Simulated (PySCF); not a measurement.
A GIAO shielding run with PySCF 2.14 (density fitting, scalar relativity only through the core potential, gas phase) on Ag(AsH3)Cl, AgAsClH3:

```
{"job": {"kind": "nmr", "xc": "PBE0", "basis": {"default": "pcSseg-1", "Ag": "def2-TZVP"}}, "charge": 0, "multiplicity": 1}
Ag     0.000269     0.010890    -1.621296
As     0.005038    -0.014892     0.825916
H      0.829306    -1.036715     1.568377
H     -1.292829    -0.222107     1.565899
H      0.473869     1.208534     1.573318
Cl    -0.015652     0.054290    -3.912204
```

Hardware: 1 thread of an Arm Neoverse V2, shared host. The job also computes population analyses, field gradients.

Question: How large is the calculation?

Answer: 72 electrons, 120 basis functions and 770 auxiliary functions.

Question: How long does it take?

Answer: 6.6 s of wall time, with 14 SCF cycles and 5 response iterations. Times on a shared host scatter by some tens of per cent.

Question: And these other runs on the same molecule and hardware: GIAO shielding at KT2/pcSseg-1 (def2-TZVP on Ag)?

Answer: KT2/pcSseg-1 (def2-TZVP on Ag): 120 functions, 9.9 s.
